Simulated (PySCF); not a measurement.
Gas-phase reaction: 2 BBr3 + 2 F → 3 Br2 + 2 BF

Method: PySCF energies plus ideal-gas RRHO corrections (1 bar). † marks an energy on the PBE0/def2-TZVP geometry and frequencies. MP2 and CCSD(T) freeze the core. Open shells (unrestricted): F (multiplicity 2, electronic degeneracy 6); the rest are closed-shell singlets. Spin-orbit splitting is ignored; it lowers the true energy and changes the entropy of F. Br: all electrons, no relativistic terms. MP2 isn't extrapolated to the basis-set limit; its ΔH°(298 K) is 285.2 kJ in def2-SVP and 219.5 kJ in def2-TZVPP. CCSD(T) isn't extrapolated to the basis-set limit; its ΔH°(298 K) is 234.2 kJ in def2-SVP and 174.2 kJ in def2-TZVPP. The harmonic model lacks anharmonicity and excited electronic states, which grow with temperature; levels with a mode under 35 cm⁻¹ are left out.

| level | ΔE electronic, kJ | ΔH°(298 K), kJ | ΔS°(298 K), J/K | ΔG°(1400 K), kJ |
|---|---|---|---|---|
| CCSD(T)/def2-SVP† | 240 | 234 | 167 | 20 |
| CCSD(T)/def2-TZVPP† | 180 | 174 | 167 | -40 |
| HF/def2-TZVP† | 325 | 319 | 167 | 105 |
| MP2/def2-TZVPP† | 225 | 220 | 167 | 5 |
| PBE0/def2-QZVP† | 190 | 184 | 167 | -30 |
| PBE0/def2-SVP† | 268 | 262 | 167 | 48 |
ΔH° is lowest at CCSD(T)/def2-TZVPP† and highest at HF/def2-TZVP†. No reference value is set beside these.
